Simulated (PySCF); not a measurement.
PySCF 2.14 output of an unrestricted r2SCAN calculation on a single atom or ion in cc-pVTZ-X2C, with scalar relativity by spin-free X2C-1e:

```
SCF conv_tol = 1e-09
number electrons alpha = 35  beta = 31
    J. W. Furness, A. D. Kaplan, J. Ning, J. P. Perdew, and J. Sun.,  J. Phys. Chem. Lett. 11, 8208-8215 (2020)
    J. W. Furness, A. D. Kaplan, J. Ning, J. P. Perdew, and J. Sun.,  J. Phys. Chem. Lett. 11, 9248-9248 (2020)
    J. W. Furness, A. D. Kaplan, J. Ning, J. P. Perdew, and J. Sun.,  J. Phys. Chem. Lett. 11, 8208-8215 (2020)
    J. W. Furness, A. D. Kaplan, J. Ning, J. P. Perdew, and J. Sun.,  J. Phys. Chem. Lett. 11, 9248-9248 (2020)
cycle= 1 E= -12615.7221407215  delta_E= 0.00704  |g|= 0.732  |ddm|= 0.344
cycle= 2 E= -12615.4778558592  delta_E= 0.244  |g|= 1.88  |ddm|= 0.518
cycle= 3 E= -12615.7718567837  delta_E= -0.294  |g|= 0.109  |ddm|= 0.336
cycle= 4 E= -12615.773366257  delta_E= -0.00151  |g|= 0.016  |ddm|= 0.0395
cycle= 5 E= -12615.7733970715  delta_E= -3.08e-05  |g|= 0.000158  |ddm|= 0.00534
cycle= 6 E= -12615.773397098  delta_E= -2.65e-08  |g|= 3.68e-05  |ddm|= 0.000622
cycle= 7 E= -12615.7733971005  delta_E= -2.51e-09  |g|= 7.08e-06  |ddm|= 0.000304
cycle= 8 E= -12615.7733971007  delta_E= -2.07e-10  |g|= 2.92e-06  |ddm|= 0.000114
converged SCF energy = -12615.7733971007  <S^2> = 6.0024153  2S+1 = 5.000966
```

The run itself started from symmetry-adapted Hartree-Fock orbitals and held the occupation by maximum overlap, on a logarithmic radial grid, so the iterations belong to that start.

**Question.** Which element, charge and spin multiplicity is this?

**Answer.** Ho⁺ (holmium, charge +1), multiplicity 5; the state was [Xe] 4f11 6s1, one real determinant.

⟨L²⟩ = 34.02 against 42 for a pure I term, so this real determinant mixes terms. Spin-orbit coupling, absent here, splits the open shell strongly.
